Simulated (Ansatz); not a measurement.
CH4BClO2 at its PBE0-D4/def2-TZVP geometry, where that method's forces vanish. The species carries charge 0 and has multiplicity 1. The bonds changed during the relaxation, so this is another structure than the one it started from.

```xyz
9

B     0.6949   -0.9148   -0.5882
C    -0.0383    0.3398    0.0580
O    -1.0222    0.9199   -0.5583
O     0.2909    0.7604    1.2410
Cl   -0.5074   -2.1726    0.1777
H     1.7984   -1.0401   -0.1334
H     0.5939   -0.8938   -1.7839
H    -1.5057    1.5735   -0.0294
H    -0.3045    1.4276    1.6165
```

(1) What forces (eV/Å) does PBE-D4/def2-TZVPP give on these atoms in the Gaussian-basis code of Ansatz? (An estimate is asked.)

Answers

(1) Computed: 
```
B1   0.039  0.116 -0.018
C2   0.350 -0.593 -0.308
O3  -0.434  0.039 -0.790
O4   0.618 -0.089  0.651
Cl5 -0.119 -0.143  0.074
H6   0.125 -0.027  0.040
H7  -0.001 -0.011 -0.134
H8  -0.253  0.349  0.293
H9  -0.326  0.358  0.192
```
